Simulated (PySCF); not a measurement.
Bromine: a sound run and one with changed settings

Sound run: Br+ [Ar] 3d10 4s2 4p4, Br(2+) [Ar] 3d10 4s2 4p3. Calculation: PySCF 2.14, in def2-TZVP (6s5p4d1f, 48 functions); no relativity, point nucleus. In the sound run the correlated levels freeze [Ar] 3d10. The sound run starts from symmetry-adapted Hartree-Fock orbitals and uses a fine grid where one is needed.

Changed run: all electrons correlated in a basis built for the valence shell.

```tsv
species	method	sound run (hartree)	changed run (hartree)	converged
Br+	MP2	-2572.10699	-2572.28713	yes
Br(2+)	MP2	-2571.33760	-2571.51566	yes
```

Ionisation energy of Br+:

```json
{"method": "UHF", "sound run (eV)": "20.261", "changed run (eV)": "20.261"}
{"method": "MP2", "sound run (eV)": "20.936", "changed run (eV)": "20.993"}
{"method": "SCS-MP2", "sound run (eV)": "21.005", "changed run (eV)": "21.041"}
```

A valence basis has no tight correlating functions, so it recovers only part of the core correlation, and not evenly between atom and ion.

For comparison, NIST gives 21.591 eV between the lowest levels.
